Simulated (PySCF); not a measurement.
Vertical excitations of a molecule CH₆ClNSi₃ from TDDFT-PBE/def2-SVPD run with PySCF, as energy in eV (oscillator strength): 2.98 (0.001), 3.91 (0.001), 4.20 (0.001), 4.28 (0.019), 5.06 (0.002), 5.18 (0.024), 5.31 (0.048), 5.34 (0.012), 5.40 (0.013), 5.55 (0.009). Lowest triplet (TDA): 2.44 eV. Geometry optimised at PBE0-D3(BJ)/def2-SVP. One conformer was computed; it need not be the lowest.

Identify the compound among the candidates.
(A) [SiH3][Si@@H]1C=N[Si@@H]1Cl
(B) [SiH3][Si@]1(Cl)N=C[SiH2]1
(C) Cl[Si@H]1C=N[SiH2][SiH2]1
(D) [SiH3]C1=N[Si@H](Cl)[SiH2]1

C, Cl[Si@H]1C=N[SiH2][SiH2]1
